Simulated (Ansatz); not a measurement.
The same hydrolysis along the group B, Ga, In.

Program: Ansatz. Geometries: PBE0-D4/def2-TZVP. ΔE: electronic, gas phase. CBS: MP2 limit from def2 TZ/QZ plus the TZ coupled-cluster correction, frozen cores. This one scheme is used for every species. Functionals use def2-TZVPP. B3LYP here is the variant with VWN-RPA as its local correlation; programs differ in this. Elements past krypton have def2 core potentials. For Ga, In outer-core shells are correlated without core-valence functions, which leaves a few kJ/mol of doubt a bond. Scalar relativity is left out up to krypton. One conformer a species, not always the lowest.

```csv
reaction,CCSD(T)/CBS(def2) (eV)
`CBCF` + H₂O → `CBCO` + H–F,0.03
`[CH3][GaH][CH2]F` + H₂O → `[CH3][GaH][CH2]O` + H–F,?
`[CH3][InH][CH2]F` + H₂O → `[CH3][InH][CH2]O` + H–F,0.05
```

**Question.** Fill in the missing values. (Estimate.)

**Answer.** The calculation gave: `[CH3][GaH][CH2]F` + H₂O → `[CH3][GaH][CH2]O` + H–F: +0.05 eV.

Largest T1 diagnostic: 0.012, for `[CH3][InH][CH2]F`.
